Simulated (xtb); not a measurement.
Job for xtb: GFN1-xTB on H4OSe (a complex), monomers drawn apart or pushed together.

```
$ xtb mol.xyz --gfn 1 --sp --chrg 0 --uhf 0
6

O     -0.03281218    -0.38616358     0.22298971
H      0.71613780     0.20229907     0.07938891
H     -0.79865345     0.19173448     0.30870595
Se     0.56634032    -0.15083300     3.81727884
H      0.52463372    -1.54986348     3.37963872
H      0.82476816    -0.53538024     5.21565684
```

It printed:

```
[...]
           -------------------------------------------------
          |                Calculation Setup                |
           -------------------------------------------------



molecular fragmentation (1/2 indicates fragments):
111222
# atoms in fragment 1/2:     3     3
 fragment masses (1/2) :       18.02       80.98
CMA distance (Bohr)    :   6.921
constraining FC (au)   :  0.0500

           -------------------------------------------------
          |                 G F N 1 - x T B                 |
           -------------------------------------------------

        Reference                      10.1021/acs.jctc.7b00118
      * Hamiltonian:
        H0-scaling (s, p, d)           1.850000    2.250000    2.000000
        zeta-weighting                 0.000000
      * Dispersion:
        s8                             2.400000
        a1                             0.630000
        a2                             5.000000
        s9                             0.000000
      * Repulsion:
        kExp                           1.500000
        rExp                           1.000000
      * Coulomb:
        alpha                          2.000000
        third order                    atomic
        anisotropic                    false
      * Halogen bond correction:
        rad-scale                      1.300000
        damping                        0.440000


          ...................................................
          :                      SETUP                      :
          :.................................................:
          :  # basis functions                  22          :
          :  # atomic orbitals                  21          :
          :  # shells                           13          :
          :  # electrons                        16          :
          :  # halogen bonds                     0          :
          :  max. iterations                   250          :
          :  Hamiltonian                  GFN1-xTB          :
          :  restarted?                      false          :
          :  GBSA solvation                  false          :
          :  PC potential                    false          :
          :  electronic temp.          300.0000000     K    :
          :  accuracy                    1.0000000          :
          :  -> integral cutoff          0.2500000E+02      :
          :  -> integral neglect         0.1000000E-07      :
          :  -> SCF convergence          0.1000000E-05 Eh   :
          :  -> wf. convergence          0.2000000E-04 e    :
          :  Broyden damping             0.4000000          :
          :  net charge                          0          :
          :  unpaired electrons                  0          :
          ...................................................

 iter      E             dE          RMSdq      gap      omega  full diag
   1    -10.2310049 -0.102310E+02  0.330E+00    5.69       0.0  T
   2    -10.2358534 -0.484853E-02  0.193E+00    5.81       1.0  T
   3    -10.2358867 -0.333073E-04  0.464E-01    5.71       1.0  T
   4    -10.2358982 -0.115154E-04  0.200E-02    5.62       2.0  T
   5    -10.2358991 -0.873971E-06  0.477E-04    5.62      85.6  T
   6    -10.2358991 -0.182954E-09  0.208E-04    5.62     196.2  T
   7    -10.2358991 -0.253024E-10  0.545E-05    5.62     748.6  T
   8    -10.2358991 -0.173017E-11  0.120E-06    5.62   34034.9  T

   *** convergence criteria satisfied after 8 iterations ***

         #    Occupation            Energy/Eh            Energy/eV
      -------------------------------------------------------------
         1        2.0000           -0.8491557             -23.1067
         2        2.0000           -0.7575417             -20.6138
         3        2.0000           -0.6106983             -16.6179
         4        2.0000           -0.5476611             -14.9026
         5        2.0000           -0.5008001             -13.6275
         6        2.0000           -0.4911969             -13.3661
         7        2.0000           -0.4703874             -12.7999
         8        2.0000           -0.3693861             -10.0515 (HOMO)
         9                         -0.1629964              -4.4354 (LUMO)
        10                         -0.1472464              -4.0068
        11                         -0.1194012              -3.2491
        12                         -0.0644702              -1.7543
        13                         -0.0580365              -1.5793
       ...                                ...                  ...
        21                          0.7805704              21.2404
      -------------------------------------------------------------
                  HL-Gap            0.2063897 Eh            5.6162 eV
             Fermi-level           -0.2661913 Eh           -7.2434 eV

 SCC (total)                   0 d,  0 h,  0 min,  0.005 sec
 SCC setup                      ...        0 min,  0.000 sec (  3.453%)
 Dispersion                     ...        0 min,  0.000 sec (  2.200%)
 classical contributions        ...        0 min,  0.000 sec (  0.971%)
 integral evaluation            ...        0 min,  0.001 sec ( 21.548%)
 iterations                     ...        0 min,  0.002 sec ( 36.573%)
 molecular gradient             ...        0 min,  0.002 sec ( 29.068%)
 printout                       ...        0 min,  0.000 sec (  5.854%)

         :::::::::::::::::::::::::::::::::::::::::::::::::::::
         ::                     SUMMARY                     ::
         :::::::::::::::::::::::::::::::::::::::::::::::::::::
         :: total energy             -10.189619187077 Eh    ::
         :: gradient norm              0.021626736490 Eh/a0 ::
         :: HOMO-LUMO gap              5.616150283488 eV    ::
         ::.................................................::
         :: SCC energy               -10.235899079033 Eh    ::
         :: -> electrostatic           0.050289810697 Eh    ::
         :: repulsion energy           0.047210242378 Eh    ::
         :: dispersion energy         -0.000930350422 Eh    ::
         :: halogen bond corr.         0.000000000000 Eh    ::
         :: add. restraining           0.000000000000 Eh    ::
         :: total charge              -0.000000000000 e     ::
         :::::::::::::::::::::::::::::::::::::::::::::::::::::

           -------------------------------------------------
          |                Property Printout                |
           -------------------------------------------------

    * Orbital Energies and Occupations

         #    Occupation            Energy/Eh            Energy/eV
      -------------------------------------------------------------
         1        2.0000           -0.8491557             -23.1067
         2        2.0000           -0.7575417             -20.6138
         3        2.0000           -0.6106983             -16.6179
         4        2.0000           -0.5476611             -14.9026
         5        2.0000           -0.5008001             -13.6275
         6        2.0000           -0.4911969             -13.3661
         7        2.0000           -0.4703874             -12.7999
         8        2.0000           -0.3693861             -10.0515 (HOMO)
         9                         -0.1629964              -4.4354 (LUMO)
        10                         -0.1472464              -4.0068
        11                         -0.1194012              -3.2491
        12                         -0.0644702              -1.7543
        13                         -0.0580365              -1.5793
        14                         -0.0506730              -1.3789
        15                         -0.0187677              -0.5107
        16                         -0.0185759              -0.5055
Note: The following floating-point exceptions are signalling: IEEE_DENORMAL
normal termination of xtb
        17                         -0.0179455              -0.4883
        18                          0.3005132               8.1774
        19                          0.3300936               8.9823
       ...                                ...                  ...
        21                          0.7805704              21.2404
      -------------------------------------------------------------
                  HL-Gap            0.2063897 Eh            5.6162 eV
             Fermi-level           -0.2661913 Eh           -7.2434 eV

  Mulliken/CM5 charges         n(s)   n(p)   n(d)
     1O    -0.66785 -1.00021   1.694  4.974  0.000
     2H     0.33446  0.50040   0.666  0.000  0.000
     3H     0.33451  0.50044   0.665  0.000  0.000
     4Se   -0.07357 -0.17153   1.930  4.166 -0.023
     5H     0.04275  0.09258   0.957  0.000  0.000
     6H     0.02969  0.07833   0.970  0.000  0.000

Wiberg/Mayer (AO) data.
largest (>0.10) Wiberg bond orders for each atom

 ---------------------------------------------------------------------------
     #   Z sym  total        # sym  WBO       # sym  WBO       # sym  WBO
 ---------------------------------------------------------------------------
     1   8 O    1.792 --     3 H    0.894     2 H    0.894
     2   1 H    0.895 --     1 O    0.894
     3   1 H    0.895 --     1 O    0.894
     4  34 Se   2.005 --     6 H    1.002     5 H    1.001
     5   1 H    1.003 --     4 Se   1.001
     6   1 H    1.003 --     4 Se   1.002
 ---------------------------------------------------------------------------

Topologies differ in total number of bonds
Writing topology from bond orders to xtbtopo.mol

 dipole moment from electron density (au)
     X       Y       Z
  -0.0057   0.9692  -0.0167  total (Debye):    2.464


           -------------------------------------------------
          | TOTAL ENERGY              -10.189619187077 Eh   |
          | GRADIENT NORM               0.021626736490 Eh/α |
          | HOMO-LUMO GAP               5.616150283488 eV   |
           -------------------------------------------------

------------------------------------------------------------------------
------------------------------------------------------------------------
 total:
 SCF:
```

The run finished.

Cost: very roughly 0.07 core-seconds.
